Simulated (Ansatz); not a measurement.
Molecular dynamics of CH6O2Si2

The input (input.yaml):

```yaml
crystal:
  periodic: [false, false, false]
  atoms:
    - { symbol: C, position_ang: [0.655661, 1.188018, 0.148436] }
    - { symbol: O, position_ang: [-0.752062, 1.013515, 0.276479] }
    - { symbol: Si, position_ang: [-1.276443, -0.540283, 0.538621] }
    - { symbol: O, position_ang: [-0.136632, -1.41797, -0.37223] }
    - { symbol: Si, position_ang: [1.341556, -0.31639, -0.876226] }
    - { symbol: H, position_ang: [1.129201, 1.251568, 1.145638] }
    - { symbol: H, position_ang: [0.844323, 2.145818, -0.362898] }
    - { symbol: H, position_ang: [-1.175476, -0.968085, 1.96141] }
    - { symbol: H, position_ang: [-2.653062, -0.685458, 0.008035] }
    - { symbol: H, position_ang: [1.044929, 0.024816, -2.314619] }
    - { symbol: H, position_ang: [1.043305, -1.752749, -0.132045] }
basis:
  gaussian: { orbitals: def2-SVP }
hamiltonian:
  xc: pbe0
md:
  timestep: 0.5
  n_steps: 200
  ensemble: nve
  temperature: 300.0
  initial_velocities: maxwell_boltzmann
  seed: 6046
```

Command:

```bash
$ ansatz run input.yaml --threads 2 --pin off --max-ram 3072MiB --backend cpu --events-out ev --progress --plain --runs-dir out
```

It starts at the highest image of a converged band. Of that band: Neighbouring images differ by up to 1.6 eV, so the band resolves the path poorly. A vibrational analysis at the climbing image gives one clearly imaginary mode, 1496i cm⁻¹: a first-order saddle point.

Output, in part (one step line in 3, the closing report, with atoms numbered from 0):

```
md step     0: t =     0.00 fs  T =   300.0 K  F+E_penalty+E_count = -20962.11132302 eV  E_kin = 0.349002 eV  conserved = -20961.76232103 eV  (26 SCF iters)
md step     3: t =     1.50 fs  T =   266.8 K  F+E_penalty+E_count = -20962.07235766 eV  E_kin = 0.310341 eV  conserved = -20961.76201626 eV  (27 SCF iters)
md step     6: t =     3.00 fs  T =   201.0 K  F+E_penalty+E_count = -20961.99534172 eV  E_kin = 0.233855 eV  conserved = -20961.76148647 eV  (27 SCF iters)
md step     9: t =     4.50 fs  T =   163.1 K  F+E_penalty+E_count = -20961.95102579 eV  E_kin = 0.189793 eV  conserved = -20961.76123285 eV  (27 SCF iters)
md step    12: t =     6.00 fs  T =   185.5 K  F+E_penalty+E_count = -20961.97703836 eV  E_kin = 0.215821 eV  conserved = -20961.76121692 eV  (27 SCF iters)
md step    15: t =     7.50 fs  T =   274.5 K  F+E_penalty+E_count = -20962.08042614 eV  E_kin = 0.319316 eV  conserved = -20961.76110989 eV  (28 SCF iters)
md step    18: t =     9.00 fs  T =   446.2 K  F+E_penalty+E_count = -20962.27990523 eV  E_kin = 0.519033 eV  conserved = -20961.76087231 eV  (28 SCF iters)
md step    21: t =    10.50 fs  T =   734.4 K  F+E_penalty+E_count = -20962.61520057 eV  E_kin = 0.854346 eV  conserved = -20961.76085493 eV  (27 SCF iters)
md step    24: t =    12.00 fs  T =  1153.4 K  F+E_penalty+E_count = -20963.10336114 eV  E_kin = 1.341764 eV  conserved = -20961.76159735 eV  (27 SCF iters)
md step    27: t =    13.50 fs  T =  1638.0 K  F+E_penalty+E_count = -20963.66862948 eV  E_kin = 1.905514 eV  conserved = -20961.76311507 eV  (26 SCF iters)
md step    30: t =    15.00 fs  T =  2040.4 K  F+E_penalty+E_count = -20964.13811716 eV  E_kin = 2.373645 eV  conserved = -20961.76447237 eV  (26 SCF iters)
md step    33: t =    16.50 fs  T =  2228.9 K  F+E_penalty+E_count = -20964.35777357 eV  E_kin = 2.593020 eV  conserved = -20961.76475382 eV  (26 SCF iters)
md step    36: t =    18.00 fs  T =  2188.9 K  F+E_penalty+E_count = -20964.31037410 eV  E_kin = 2.546447 eV  conserved = -20961.76392691 eV  (25 SCF iters)
md step    39: t =    19.50 fs  T =  2018.8 K  F+E_penalty+E_count = -20964.11153986 eV  E_kin = 2.348605 eV  conserved = -20961.76293469 eV  (25 SCF iters)
md step    42: t =    21.00 fs  T =  1829.0 K  F+E_penalty+E_count = -20963.89024351 eV  E_kin = 2.127704 eV  conserved = -20961.76253991 eV  (25 SCF iters)
md step    45: t =    22.50 fs  T =  1663.6 K  F+E_penalty+E_count = -20963.69785909 eV  E_kin = 1.935357 eV  conserved = -20961.76250224 eV  (25 SCF iters)
md step    48: t =    24.00 fs  T =  1527.0 K  F+E_penalty+E_count = -20963.53880575 eV  E_kin = 1.776461 eV  conserved = -20961.76234426 eV  (25 SCF iters)
md step    51: t =    25.50 fs  T =  1436.3 K  F+E_penalty+E_count = -20963.43297517 eV  E_kin = 1.670895 eV  conserved = -20961.76208028 eV  (25 SCF iters)
md step    54: t =    27.00 fs  T =  1418.6 K  F+E_penalty+E_count = -20963.41256588 eV  E_kin = 1.650315 eV  conserved = -20961.76225127 eV  (25 SCF iters)
md step    57: t =    28.50 fs  T =  1449.9 K  F+E_penalty+E_count = -20963.45004047 eV  E_kin = 1.686713 eV  conserved = -20961.76332730 eV  (25 SCF iters)
md step    60: t =    30.00 fs  T =  1415.3 K  F+E_penalty+E_count = -20963.41111225 eV  E_kin = 1.646531 eV  conserved = -20961.76458133 eV  (25 SCF iters)
md step    63: t =    31.50 fs  T =  1195.7 K  F+E_penalty+E_count = -20963.15543851 eV  E_kin = 1.391011 eV  conserved = -20961.76442769 eV  (26 SCF iters)
md step    66: t =    33.00 fs  T =   854.2 K  F+E_penalty+E_count = -20962.75506350 eV  E_kin = 0.993758 eV  conserved = -20961.76130599 eV  (27 SCF iters)
md step    69: t =    34.50 fs  T =   728.3 K  F+E_penalty+E_count = -20962.60725371 eV  E_kin = 0.847265 eV  conserved = -20961.75998838 eV  (25 SCF iters)
md step    72: t =    36.00 fs  T =   943.7 K  F+E_penalty+E_count = -20962.86087777 eV  E_kin = 1.097851 eV  conserved = -20961.76302636 eV  (26 SCF iters)
md step    75: t =    37.50 fs  T =  1207.0 K  F+E_penalty+E_count = -20963.16837595 eV  E_kin = 1.404181 eV  conserved = -20961.76419485 eV  (26 SCF iters)
md step    78: t =    39.00 fs  T =  1352.4 K  F+E_penalty+E_count = -20963.33704618 eV  E_kin = 1.573316 eV  conserved = -20961.76372971 eV  (25 SCF iters)
md step    81: t =    40.50 fs  T =  1410.7 K  F+E_penalty+E_count = -20963.40412184 eV  E_kin = 1.641086 eV  conserved = -20961.76303571 eV  (25 SCF iters)
md step    84: t =    42.00 fs  T =  1467.3 K  F+E_penalty+E_count = -20963.46906638 eV  E_kin = 1.706915 eV  conserved = -20961.76215151 eV  (25 SCF iters)
md step    87: t =    43.50 fs  T =  1617.2 K  F+E_penalty+E_count = -20963.64357156 eV  E_kin = 1.881374 eV  conserved = -20961.76219736 eV  (25 SCF iters)
md step    90: t =    45.00 fs  T =  1850.7 K  F+E_penalty+E_count = -20963.91632226 eV  E_kin = 2.152999 eV  conserved = -20961.76332279 eV  (25 SCF iters)
md step    93: t =    46.50 fs  T =  2054.3 K  F+E_penalty+E_count = -20964.15356781 eV  E_kin = 2.389859 eV  conserved = -20961.76370837 eV  (26 SCF iters)
md step    96: t =    48.00 fs  T =  2173.6 K  F+E_penalty+E_count = -20964.29250940 eV  E_kin = 2.528634 eV  conserved = -20961.76387527 eV  (26 SCF iters)
md step    99: t =    49.50 fs  T =  2178.2 K  F+E_penalty+E_count = -20964.29865380 eV  E_kin = 2.534016 eV  conserved = -20961.76463738 eV  (26 SCF iters)
md step   102: t =    51.00 fs  T =  1993.7 K  F+E_penalty+E_count = -20964.08367996 eV  E_kin = 2.319380 eV  conserved = -20961.76430031 eV  (26 SCF iters)
md step   105: t =    52.50 fs  T =  1663.8 K  F+E_penalty+E_count = -20963.69745883 eV  E_kin = 1.935608 eV  conserved = -20961.76185048 eV  (26 SCF iters)
md step   108: t =    54.00 fs  T =  1405.7 K  F+E_penalty+E_count = -20963.39705355 eV  E_kin = 1.635317 eV  conserved = -20961.76173677 eV  (26 SCF iters)
md step   111: t =    55.50 fs  T =  1240.2 K  F+E_penalty+E_count = -20963.20582287 eV  E_kin = 1.442756 eV  conserved = -20961.76306664 eV  (26 SCF iters)
md step   114: t =    57.00 fs  T =  1043.8 K  F+E_penalty+E_count = -20962.97685935 eV  E_kin = 1.214347 eV  conserved = -20961.76251280 eV  (26 SCF iters)
md step   117: t =    58.50 fs  T =   858.1 K  F+E_penalty+E_count = -20962.75954948 eV  E_kin = 0.998240 eV  conserved = -20961.76130947 eV  (27 SCF iters)
md step   120: t =    60.00 fs  T =   800.2 K  F+E_penalty+E_count = -20962.69220011 eV  E_kin = 0.930944 eV  conserved = -20961.76125599 eV  (27 SCF iters)
md step   123: t =    61.50 fs  T =   884.1 K  F+E_penalty+E_count = -20962.79029056 eV  E_kin = 1.028499 eV  conserved = -20961.76179154 eV  (26 SCF iters)
md step   126: t =    63.00 fs  T =  1055.2 K  F+E_penalty+E_count = -20962.98963968 eV  E_kin = 1.227532 eV  conserved = -20961.76210802 eV  (26 SCF iters)
md step   129: t =    64.50 fs  T =  1266.3 K  F+E_penalty+E_count = -20963.23581484 eV  E_kin = 1.473120 eV  conserved = -20961.76269479 eV  (27 SCF iters)
md step   132: t =    66.00 fs  T =  1449.6 K  F+E_penalty+E_count = -20963.44947662 eV  E_kin = 1.686421 eV  conserved = -20961.76305603 eV  (27 SCF iters)
md step   135: t =    67.50 fs  T =  1565.9 K  F+E_penalty+E_count = -20963.58419843 eV  E_kin = 1.821724 eV  conserved = -20961.76247403 eV  (26 SCF iters)
md step   138: t =    69.00 fs  T =  1660.2 K  F+E_penalty+E_count = -20963.69367047 eV  E_kin = 1.931345 eV  conserved = -20961.76232587 eV  (26 SCF iters)
md step   141: t =    70.50 fs  T =  1746.0 K  F+E_penalty+E_count = -20963.79409700 eV  E_kin = 2.031173 eV  conserved = -20961.76292379 eV  (26 SCF iters)
md step   144: t =    72.00 fs  T =  1773.4 K  F+E_penalty+E_count = -20963.82597798 eV  E_kin = 2.063037 eV  conserved = -20961.76294071 eV  (29 SCF iters)
md step   147: t =    73.50 fs  T =  1745.3 K  F+E_penalty+E_count = -20963.79266875 eV  E_kin = 2.030417 eV  conserved = -20961.76225173 eV  (29 SCF iters)
md step   150: t =    75.00 fs  T =  1729.5 K  F+E_penalty+E_count = -20963.77430056 eV  E_kin = 2.011987 eV  conserved = -20961.76231338 eV  (29 SCF iters)
md step   153: t =    76.50 fs  T =  1727.7 K  F+E_penalty+E_count = -20963.77311779 eV  E_kin = 2.009908 eV  conserved = -20961.76320986 eV  (29 SCF iters)
md step   156: t =    78.00 fs  T =  1669.3 K  F+E_penalty+E_count = -20963.70544030 eV  E_kin = 1.942012 eV  conserved = -20961.76342877 eV  (29 SCF iters)
md step   159: t =    79.50 fs  T =  1534.7 K  F+E_penalty+E_count = -20963.54874548 eV  E_kin = 1.785411 eV  conserved = -20961.76333436 eV  (29 SCF iters)
md step   162: t =    81.00 fs  T =  1341.1 K  F+E_penalty+E_count = -20963.32317223 eV  E_kin = 1.560154 eV  conserved = -20961.76301870 eV  (29 SCF iters)
md step   165: t =    82.50 fs  T =  1150.3 K  F+E_penalty+E_count = -20963.09969901 eV  E_kin = 1.338229 eV  conserved = -20961.76147029 eV  (30 SCF iters)
md step   168: t =    84.00 fs  T =  1134.7 K  F+E_penalty+E_count = -20963.08073694 eV  E_kin = 1.320018 eV  conserved = -20961.76071936 eV  (26 SCF iters)
md step   171: t =    85.50 fs  T =  1363.6 K  F+E_penalty+E_count = -20963.34889293 eV  E_kin = 1.586339 eV  conserved = -20961.76255373 eV  (25 SCF iters)
md step   174: t =    87.00 fs  T =  1644.0 K  F+E_penalty+E_count = -20963.67692123 eV  E_kin = 1.912555 eV  conserved = -20961.76436599 eV  (25 SCF iters)
md step   177: t =    88.50 fs  T =  1768.3 K  F+E_penalty+E_count = -20963.82167612 eV  E_kin = 2.057147 eV  conserved = -20961.76452893 eV  (25 SCF iters)
md step   180: t =    90.00 fs  T =  1735.0 K  F+E_penalty+E_count = -20963.78065770 eV  E_kin = 2.018390 eV  conserved = -20961.76226771 eV  (25 SCF iters)
md step   183: t =    91.50 fs  T =  1763.4 K  F+E_penalty+E_count = -20963.81365854 eV  E_kin = 2.051449 eV  conserved = -20961.76220908 eV  (24 SCF iters)
md step   186: t =    93.00 fs  T =  1858.9 K  F+E_penalty+E_count = -20963.92720639 eV  E_kin = 2.162565 eV  conserved = -20961.76464105 eV  (25 SCF iters)
md step   189: t =    94.50 fs  T =  1794.9 K  F+E_penalty+E_count = -20963.85258161 eV  E_kin = 2.088072 eV  conserved = -20961.76451000 eV  (25 SCF iters)
md step   192: t =    96.00 fs  T =  1551.4 K  F+E_penalty+E_count = -20963.56823771 eV  E_kin = 1.804847 eV  conserved = -20961.76339057 eV  (25 SCF iters)
md step   195: t =    97.50 fs  T =  1249.5 K  F+E_penalty+E_count = -20963.21558466 eV  E_kin = 1.453633 eV  conserved = -20961.76195189 eV  (26 SCF iters)
md step   198: t =    99.00 fs  T =  1065.1 K  F+E_penalty+E_count = -20962.99945328 eV  E_kin = 1.239055 eV  conserved = -20961.76039796 eV  (26 SCF iters)
md step   200: t =   100.00 fs  T =  1093.8 K  F+E_penalty+E_count = -20963.03317317 eV  E_kin = 1.272512 eV  conserved = -20961.76066069 eV  (26 SCF iters)
Total energy: -20963.03320190 eV, -770.3772609154 hartree
Atom 0 at     0.564846     1.153567    -0.070632 Å, force     3.314403     1.667906    -1.068457 eV/Å
Atom 1 at    -0.623955     1.057466     0.499870 Å, force    -2.336149    -1.411745     0.659530 eV/Å
Atom 2 at    -1.312112    -0.581796     0.480229 Å, force    -0.025463     3.213790     2.175435 eV/Å
Atom 3 at    -0.166086    -1.270349    -0.377465 Å, force     1.693116    -1.473258    -1.632872 eV/Å
Atom 4 at     1.275301    -0.367246    -0.828380 Å, force    -0.916114    -2.963270    -3.105436 eV/Å
Atom 5 at     1.478047     0.944712     0.569899 Å, force    -0.637811     1.246637     1.228206 eV/Å
Atom 6 at     0.783296     2.130419    -0.539841 Å, force    -0.162409    -0.054818     0.007950 eV/Å
Atom 7 at    -1.438707    -0.819828     1.965398 Å, force     0.210568    -0.612688    -0.409886 eV/Å
Atom 8 at    -2.660929    -0.418665    -0.012835 Å, force    -0.667665    -0.334843    -0.723961 eV/Å
Atom 9 at     2.168857    -0.941314    -2.220675 Å, force    -1.945637     1.233990     1.218307 eV/Å
Atom 10 at     2.258784    -0.935949    -0.014837 Å, force     1.473160    -0.511700     1.651184 eV/Å
Dipole moment:     0.094027     0.049436    -0.074419 e Å
```

All steps were run. The conserved energy stayed within 0.23 meV per atom of its start (net change 0.15 meV per atom), so the integration is sound. The system heated up, since it started high on the potential surface and ran downhill. A run of 0.1 ps of so small a system gives no equilibrium averages. The orbitals stay closed-shell, which can raise the energy where a bond breaks towards radicals; this wasn't checked here.

The step under study would form O4–H11 and break Si5–H11. These pairs go: O4–H11 1.25 → 2.47 Å, Si5–H11 1.64 → 1.40 Å. In the last frame they stand as before the step (other bonds may differ from the relaxed reactants and products). It ends as one piece, CH6O2Si2. Pairs count as bonded within 1.25 times the sum of covalent radii (0.12 Å more for H–H).

Last frame:

```xyz
11
Properties=species:S:1:pos:R:3
C 0.565 1.154 -0.071
O -0.624 1.058 0.500
Si -1.312 -0.582 0.480
O -0.166 -1.270 -0.378
Si 1.275 -0.367 -0.828
H 1.478 0.945 0.570
H 0.783 2.130 -0.540
H -1.439 -0.820 1.965
H -2.661 -0.419 -0.013
H 2.169 -0.941 -2.221
H 2.259 -0.936 -0.015
```

Run time: 16 min on 2 threads of Arm Neoverse N1 (shared host), peak memory 0.25 GiB.
